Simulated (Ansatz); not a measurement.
Frontier orbitals of C2H7BO, SMILES `CBOC`.

```tsv
atom	x (Å)	y (Å)	z (Å)
C1	-1.4949	0.1881	1.1832
B2	-0.5272	-0.1618	0.0104
O3	0.7487	0.2707	0.0488
C4	1.6724	-0.0147	-0.9786
H5	-1.0292	0.7929	1.9632
H6	-2.3750	0.7192	0.8038
H7	-1.8836	-0.7306	1.6371
H8	-0.8835	-0.8144	-0.9418
H9	2.0443	0.9244	-1.3941
H10	1.2128	-0.6070	-1.7750
H11	2.5152	-0.5668	-0.5570
```

Charge 0, multiplicity 1. The geometry is a stationary point of PBE0-D4/def2-TZVP. It is one conformer, not always the lowest. Basis def2-TZVPP, the Gaussian-basis code of Ansatz.

Orbital energies of one run (eV). Highest occupied ones, from the top: -6.86, -7.47, -8.17, -8.89, -9.48, -10.10, -11.18, -11.40, -12.90, -16.69, -17.52, -25.92, -177.22, -268.27. Empty: -0.66, 0.62, 0.97, 1.83, 1.89, 2.32.

**Question.** Which functional gave them?
A. B97M-V
B. revPBE
C. PBE0
D. LC-ωPBE

**Answer.** B. HOMO energies: revPBE -6.86, PBE0 -8.37, B97M-V -7.34, LC-ωPBE -11.18 eV.

LC-ωPBE has ω = 0.4 bohr⁻¹.
